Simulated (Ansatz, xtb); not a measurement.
## Relative energy of two isomers of C4H8OSi

Structure X is `C#CC[Si@@H](C)O`, a singlet and structure Y is `C#C[Si](C)(C)O`, a singlet. Both are isolated molecules in the gas phase, relaxed with PBE-D3(BJ)/def2-SVP; the shapes shown needn't be the lowest conformers.

X (Å):

```yaml
atoms:
  - { symbol: C, position_ang: [-0.1083, 0.1004, 3.0818] }
  - { symbol: C, position_ang: [0.2795, 0.7135, 2.0932] }
  - { symbol: C, position_ang: [0.6992, 1.3127, 0.8391] }
  - { symbol: C, position_ang: [0.9876, 0.5393, -2.1866] }
  - { symbol: O, position_ang: [0.3846, -1.4051, -0.1540] }
  - { symbol: Si, position_ang: [0.0749, 0.1896, -0.5894] }
  - { symbol: H, position_ang: [-0.4368, -0.3829, 3.9910] }
  - { symbol: H, position_ang: [1.8077, 1.3855, 0.7856] }
  - { symbol: H, position_ang: [0.2941, 2.3414, 0.7221] }
  - { symbol: H, position_ang: [-1.4025, 0.4516, -0.7401] }
  - { symbol: H, position_ang: [0.6356, -0.1334, -2.9944] }
  - { symbol: H, position_ang: [2.0777, 0.3825, -2.0597] }
  - { symbol: H, position_ang: [0.8178, 1.5851, -2.5152] }
  - { symbol: H, position_ang: [0.1872, -1.5614, 0.7904] }
```

Y (Å):

```yaml
atoms:
  - { symbol: C, position_ang: [-0.7702, 2.4625, -2.1683] }
  - { symbol: C, position_ang: [-0.7533, 1.3679, -1.6105] }
  - { symbol: C, position_ang: [-2.1454, -0.2776, 0.5232] }
  - { symbol: C, position_ang: [0.9356, -0.4060, 0.1784] }
  - { symbol: O, position_ang: [-0.9023, -1.4095, -1.9086] }
  - { symbol: Si, position_ang: [-0.7187, -0.2380, -0.7047] }
  - { symbol: H, position_ang: [-0.7865, 3.4218, -2.6694] }
  - { symbol: H, position_ang: [-2.1621, -1.2302, 1.0930] }
  - { symbol: H, position_ang: [-2.0534, 0.5519, 1.2540] }
  - { symbol: H, position_ang: [-3.1159, -0.1688, -0.0007] }
  - { symbol: H, position_ang: [1.7721, -0.3723, -0.5478] }
  - { symbol: H, position_ang: [0.9993, -1.3619, 0.7391] }
  - { symbol: H, position_ang: [1.0756, 0.4215, 0.9039] }
  - { symbol: H, position_ang: [-0.9036, -2.3243, -1.5782] }
```

Problem. Estimate which is lower in electronic energy at CCSD(T)/def2-SVP + ΔMP2/def2-TZVPP, and by roughly how much.

Solution. The CCSD(T)/def2-SVP + ΔMP2/def2-TZVPP calculation puts structure Y lower, by 14.5 kcal/mol.

Level by level:

```csv
level,geometry,E(Y) − E(X) (kcal/mol),departure from the last row (kcal/mol),"job, with rough time for the two"
GFN2-xTB,GFN2-xTB,+7.8,+22.4,"optimisation, 0.29 s"
HF/STO-3G,GFN2-xTB,−15.9,−1.4,"single point, 0.72 s"
r2SCAN-D4/def2-SVP,GFN2-xTB,−11.9,+2.7,"single point, 5.2 s"
PBE-D3(BJ)/def2-SVP,PBE-D3(BJ)/def2-SVP,−9.8,+4.7,"optimisation, 41 s"
HF/def2-SVP,PBE-D3(BJ)/def2-SVP,−13.2,+1.4,part of the CCSD(T) run
MP2/def2-SVP,PBE-D3(BJ)/def2-SVP,−12.6,+1.9,part of the CCSD(T) run
CCSD(T)/def2-SVP,PBE-D3(BJ)/def2-SVP,−12.2,+2.3,single point
CCSD(T)/def2-SVP + ΔMP2/def2-TZVPP,PBE-D3(BJ)/def2-SVP,−14.5,,"single point, 69 s"
```

As drawn, Y has 1 C–Si, 1 C–H in place of 1 C–C, 1 Si–H.

GFN2-xTB puts the two in the other order. The largest departure from CCSD(T)/def2-SVP + ΔMP2/def2-TZVPP is that of GFN2-xTB, 22.4 kcal/mol. The last row adds to CCSD(T) the change of the MP2 difference between the two basis sets, here −2.3 kcal/mol.

With thermal terms from frequencies at re-optimised GFN2-xTB minima (ideal gas, soft modes damped towards free rotors, one conformer each, 298.15 K, 1 atm): on the last row, ΔE + ΔZPE = −13.6, ΔH = −13.1, ΔG = −14.1 kcal/mol.

The correlated steps freeze 10 core orbitals. Mirror images aren't counted in ΔG. Run with Ansatz 0.2.0, xtb 6.7.1; the last row on 2 threads of Intel(R) Xeon(R) Platinum 8259CL CPU @ 2.50GHz (Skylake/Cascade Lake) on a shared host.
